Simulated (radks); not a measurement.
Values are calculated unless marked as measured or tabulated.
Question: Nd37+, 23 electrons, occupied as [Ne] 3s2 3p5.5 3d5 4p0.5 (fractional occupations, a model configuration). Level of theory: scalar-relativistic Kohn-Sham, OLYP, spin-polarised, spherical densities, finite nucleus; open shells are filled with parallel spins first (spin-orbit coupling, left out, can overturn this in heavy ions); Fermi nuclear charge, rms radius 4.9123 fm (a radial shooting solver on a logarithmic mesh with Libxc functionals). Some entries of the table are withheld. Estimate them.

| orbital | occ. | eigenvalue (Ry) | <r> (bohr) |
|---|---|---|---|
| 1s up | 1 | -3327.240 | 0.02363 |
| 1s down | 1 | -3327.092 | 0.02363 |
| 2s up | 1 | -650.9709 | 0.1005 |
| 2s down | 1 | -649.3460 | 0.1003 |
| 2p up | 3 | -597.0155 | 0.08827 |
| 2p down | 3 | -595.7223 | 0.08808 |
| 3s up | 1 | -230.6718 | 0.2524 |
| 3s down | 1 | -228.7617 | 0.2533 |
| 3p up | 3 | -213.7993 | 0.2475 |
| 3p down | 2.5 | -211.7971 | 0.2486 |
| 3d up | 5 | (1) | 0.2209 |
| 3d down | 0 | (2) | 0.2222 |
| 4p up | 0.5 | -108.1027 | 0.4980 |
| 4p down | 0 | -107.8040 | 0.5016 |

Answer: 
(1) 3d up eigenvalue (Ry): -192.9731
(2) 3d down eigenvalue (Ry): -190.4897
